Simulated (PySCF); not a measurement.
C₆H₅FO₂S.
Bonds: O1–S2 (double), S2–O3 (double), S2–F4, S2–C5, C5–C6 (aromatic), C6–C7 (aromatic), C7–C8 (aromatic), C8–C9 (aromatic), C9–C10 (aromatic), C5–C10 (aromatic). Hydrogens: H11 on C6; H12 on C7; H13 on C8; H14 on C9; H15 on C10.

The same species was optimised twice, with GFN2-xTB and with PBE0-D3(BJ)/def2-SVP (PySCF), and the same property calculations (PySCF, gas phase) were run on both structures.

```json
{"coordinate": "S2–F4 (Å)", "GFN2-xTB": "1.653", "PBE0-D3(BJ)/def2-SVP": "1.611", "change": "-0.042"}
{"coordinate": "O1=S2 (Å)", "GFN2-xTB": "1.419", "PBE0-D3(BJ)/def2-SVP": "1.441", "change": "+0.022"}
{"coordinate": "S2=O3 (Å)", "GFN2-xTB": "1.419", "PBE0-D3(BJ)/def2-SVP": "1.441", "change": "+0.022"}
{"coordinate": "C5–C10 (Å)", "GFN2-xTB": "1.378", "PBE0-D3(BJ)/def2-SVP": "1.394", "change": "+0.016"}
{"coordinate": "C5–C6 (Å)", "GFN2-xTB": "1.378", "PBE0-D3(BJ)/def2-SVP": "1.394", "change": "+0.016"}
{"coordinate": "C7–C8 (Å)", "GFN2-xTB": "1.387", "PBE0-D3(BJ)/def2-SVP": "1.395", "change": "+0.008"}
{"coordinate": "C8–C9 (Å)", "GFN2-xTB": "1.387", "PBE0-D3(BJ)/def2-SVP": "1.395", "change": "+0.008"}
{"coordinate": "C6–C7 (Å)", "GFN2-xTB": "1.386", "PBE0-D3(BJ)/def2-SVP": "1.392", "change": "+0.006"}
{"coordinate": "C9–C10 (Å)", "GFN2-xTB": "1.386", "PBE0-D3(BJ)/def2-SVP": "1.392", "change": "+0.006"}
{"coordinate": "S2–C5 (Å)", "GFN2-xTB": "1.765", "PBE0-D3(BJ)/def2-SVP": "1.760", "change": "-0.005"}
{"coordinate": "O3–S2–C5 (°)", "GFN2-xTB": "112.4", "PBE0-D3(BJ)/def2-SVP": "110.2", "change": "-2.2"}
{"coordinate": "O1–S2–O3 (°)", "GFN2-xTB": "120.9", "PBE0-D3(BJ)/def2-SVP": "123.0", "change": "+2.1"}
{"coordinate": "F4–S2–C5 (°)", "GFN2-xTB": "96.9", "PBE0-D3(BJ)/def2-SVP": "98.8", "change": "+1.9"}
{"coordinate": "O1–S2–C5 (°)", "GFN2-xTB": "112.1", "PBE0-D3(BJ)/def2-SVP": "110.6", "change": "-1.5"}
{"coordinate": "S2–C5–C6 (°)", "GFN2-xTB": "118.4", "PBE0-D3(BJ)/def2-SVP": "118.9", "change": "+0.5"}
{"coordinate": "C6–C5–C10 (°)", "GFN2-xTB": "122.7", "PBE0-D3(BJ)/def2-SVP": "122.3", "change": "-0.4"}
{"coordinate": "C6–C7–C8 (°)", "GFN2-xTB": "119.8", "PBE0-D3(BJ)/def2-SVP": "120.1", "change": "+0.3"}
{"coordinate": "C8–C9–C10 (°)", "GFN2-xTB": "119.8", "PBE0-D3(BJ)/def2-SVP": "120.1", "change": "+0.3"}
{"coordinate": "O1–S2–C5–C6 (°)", "GFN2-xTB": "22", "PBE0-D3(BJ)/def2-SVP": "23", "change": "+1"}
```

Rotational constants: A = 2633, B = 837.9, C = 737.4 MHz (GFN2-xTB) against A = 2606, B = 836.8, C = 730.3 MHz (PBE0-D3(BJ)/def2-SVP).

On the GFN2-xTB structure: HOMO (eV) -8.42 [PBE0/pcSseg-1]; LUMO (eV) -1.83 [PBE0/pcSseg-1]; dipole (D) 5.34 [PBE0/pcSseg-1]; GIAO shielding of O1/O3 (mean) (ppm) 99.1 [PBE0/pcSseg-1]; GIAO shielding of S2 (ppm) 168.3 [PBE0/pcSseg-1]; GIAO shielding of F4 (ppm) 63.0 [PBE0/pcSseg-1]; GIAO shielding of C5 (ppm) 44.6 [PBE0/pcSseg-1]; GIAO shielding of C6/C10 (mean) (ppm) 53.9 [PBE0/pcSseg-1]; GIAO shielding of C7/C9 (mean) (ppm) 51.8 [PBE0/pcSseg-1]; GIAO shielding of C8 (ppm) 45.6 [PBE0/pcSseg-1].

Problem. What do these properties become on the PBE0-D3(BJ)/def2-SVP structure?

Solution. 
```json
{"property": "HOMO (eV)", "level": "PBE0/pcSseg-1", "on GFN2-xTB": "-8.42", "on PBE0-D3(BJ)/def2-SVP": "-8.37", "change": "+0.05"}
{"property": "LUMO (eV)", "level": "PBE0/pcSseg-1", "on GFN2-xTB": "-1.83", "on PBE0-D3(BJ)/def2-SVP": "-1.87", "change": "-0.04"}
{"property": "dipole (D)", "level": "PBE0/pcSseg-1", "on GFN2-xTB": "5.34", "on PBE0-D3(BJ)/def2-SVP": "5.24", "change": "-0.10"}
{"property": "energy, GFN2-xTB geometry as zero (kcal/mol)", "level": "PBE0/pcSseg-1", "on GFN2-xTB": "0.0", "on PBE0-D3(BJ)/def2-SVP": "-1.8", "change": "-1.8"}
{"property": "GIAO shielding of O1/O3 (mean) (ppm)", "level": "PBE0/pcSseg-1", "on GFN2-xTB": "99.1", "on PBE0-D3(BJ)/def2-SVP": "90.2", "change": "-8.9"}
{"property": "GIAO shielding of S2 (ppm)", "level": "PBE0/pcSseg-1", "on GFN2-xTB": "168.3", "on PBE0-D3(BJ)/def2-SVP": "160.6", "change": "-7.7"}
{"property": "GIAO shielding of F4 (ppm)", "level": "PBE0/pcSseg-1", "on GFN2-xTB": "63.0", "on PBE0-D3(BJ)/def2-SVP": "86.3", "change": "+23.3"}
{"property": "GIAO shielding of C5 (ppm)", "level": "PBE0/pcSseg-1", "on GFN2-xTB": "44.6", "on PBE0-D3(BJ)/def2-SVP": "43.0", "change": "-1.6"}
{"property": "GIAO shielding of C6/C10 (mean) (ppm)", "level": "PBE0/pcSseg-1", "on GFN2-xTB": "53.9", "on PBE0-D3(BJ)/def2-SVP": "50.2", "change": "-3.7"}
{"property": "GIAO shielding of C7/C9 (mean) (ppm)", "level": "PBE0/pcSseg-1", "on GFN2-xTB": "51.8", "on PBE0-D3(BJ)/def2-SVP": "49.6", "change": "-2.2"}
{"property": "GIAO shielding of C8 (ppm)", "level": "PBE0/pcSseg-1", "on GFN2-xTB": "45.6", "on PBE0-D3(BJ)/def2-SVP": "43.6", "change": "-2.0"}
```

The heavy atoms differ by 0.035 Å rms after alignment. Among bonds between heavy atoms S2–F4 changes most (-0.042 Å). Changes are differences of the printed values. Neither structure is proved a minimum here.

Conformer computed: `[O:1]=[S:2](=[O:3])([F:4])[c:5]1[cH:6][cH:7][cH:8][cH:9][cH:10]1`: O1–S2–C5–C6 23°.
